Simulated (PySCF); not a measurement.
# A survey of ²⁹Si NMR shifts

[PySCF 2.14.0 with density-fitted response routines: structure optimised with GFN2-xTB; PBE0/pcSseg-1 with gauge-including orbitals; in vacuum; non-relativistic Hamiltonian; averaged over atoms made equivalent by symmetry, fast rotation or ring inversion; single conformer]

Shieldings were converted by a linear fit to measured shifts: ²⁹Si (scatter 8.9 ppm rms, 25.8 ppm with the 6 outliers that the fit left out vs TMS, solution or neat liquid). A few per cent of atoms miss by over 2 rms, more outside the fitted compound classes.

(1) Give the ²⁹Si shifts of `CC[Si@@H](N[SiH3])C1(F)CC1`, `C=C[Si@H](C)C1=C[SiH2]C1`.

(2) Match the shifts -1.8, -44.9, -67.4, -78.7 ppm to `C=CCCC1=CC(=O)[SiH2]C1`, `[SiH3]c1cc(C2CCC2)co1`, `C[SiH](C)n1cpc(F)n1`, `C[C@@H](C=O)O[Si@H](O)N(C)C`.

Results:

(1) 
```json
{"compound": "[CH3:1][CH2:2][Si@@H:3]([NH:4][SiH3:5])[C:6]1([F:7])[CH2:8][CH2:9]1", "environment": "Si3: silicon bonded to 2 C, N, H", "δ (ppm)": "-17.0"}
{"compound": "[CH3:1][CH2:2][Si@@H:3]([NH:4][SiH3:5])[C:6]1([F:7])[CH2:8][CH2:9]1", "environment": "Si5: silicon bonded to N, 3 H", "δ (ppm)": "-54.3"}
{"compound": "[CH2:1]=[CH:2][Si@H:3]([CH3:4])[C:5]1=[CH:6][SiH2:7][CH2:8]1", "environment": "Si7: silicon bonded to 2 C, 2 H, in a 4-membered ring", "δ (ppm)": "-35.2"}
{"compound": "[CH2:1]=[CH:2][Si@H:3]([CH3:4])[C:5]1=[CH:6][SiH2:7][CH2:8]1", "environment": "Si3: silicon bonded to 3 C, H", "δ (ppm)": "-37.7"}
```

(2) -1.8: C[SiH](C)n1cpc(F)n1 (silicon bonded to 2 C, N, H); -44.9: C[C@@H](C=O)O[Si@H](O)N(C)C (silicon bonded to N, 2 O, H); -67.4: C=CCCC1=CC(=O)[SiH2]C1 (silicon bonded to 2 C, 2 H, in a 5-membered ring); -78.7: [SiH3]c1cc(C2CCC2)co1 (silicon bonded to C, 3 H).
